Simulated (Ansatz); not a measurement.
Basis sets compared for SiH(SiH3)3 (Si₄H₁₀). The state is a singlet with charge 0. Geometry r2SCAN-D4/def2-SVP. Ansatz on 4 threads of Arm Neoverse V2 on a shared host; times are rough, and most runs start from earlier orbitals.

Cartesian coordinates in Å:
```
Si -0.487 -0.135 -0.477
Si -0.226 -1.989 0.941
Si -1.121 1.729 0.801
Si 1.559 0.318 -1.535
H -1.539 -0.427 -1.506
H 0.239 -3.185 0.175
H -1.515 -2.322 1.621
H 0.795 -1.661 1.983
H -2.376 1.451 1.565
H -1.342 2.922 -0.073
H -0.030 2.044 1.774
H 1.981 -0.834 -2.390
H 2.603 0.548 -0.490
H 1.459 1.541 -2.389
```

Binding counts from free atoms (Si triplet, H doublet) in the same basis, without a counterpoise term.

```json
{"level": "HF/STO-3G", "functions": "46", "energy (Eh)": "-1148.2562", "HOMO (eV)": "-7.90", "LUMO (eV)": "9.72", "binding per atom (eV)": "3.35", "wall time": "0.15 s"}
{"level": "PBE-D4/def2-SVP", "functions": "122", "energy (Eh)": "-1162.9859", "HOMO (eV)": "-6.97", "LUMO (eV)": "-0.87", "binding per atom (eV)": "2.92", "wall time": "1.3 s"}
{"level": "PBE0-D4/def2-SVP", "functions": "122", "energy (Eh)": "-1163.1155", "HOMO (eV)": "-8.07", "LUMO (eV)": "-0.08", "binding per atom (eV)": "2.92", "wall time": "1.7 s"}
```

Question: Estimate the rows for HF/def2-TZVP, PBE-D4/def2-TZVP (with forces), PBE0-D4/def2-TZVP.

Answer: 
```json
{"level": "HF/def2-TZVP", "functions": "208", "energy (Eh)": "-1161.5807", "HOMO (eV)": "-10.45", "LUMO (eV)": "2.83", "binding per atom (eV)": "2.29", "wall time": "1.9 s"}
{"level": "PBE-D4/def2-TZVP (with forces)", "functions": "208", "energy (Eh)": "-1163.3945", "HOMO (eV)": "-6.95", "LUMO (eV)": "-1.09", "binding per atom (eV)": "2.93", "wall time": "2.7 s"}
{"level": "PBE0-D4/def2-TZVP", "functions": "208", "energy (Eh)": "-1163.5193", "HOMO (eV)": "-8.00", "LUMO (eV)": "-0.29", "binding per atom (eV)": "2.94", "wall time": "4 s"}
```
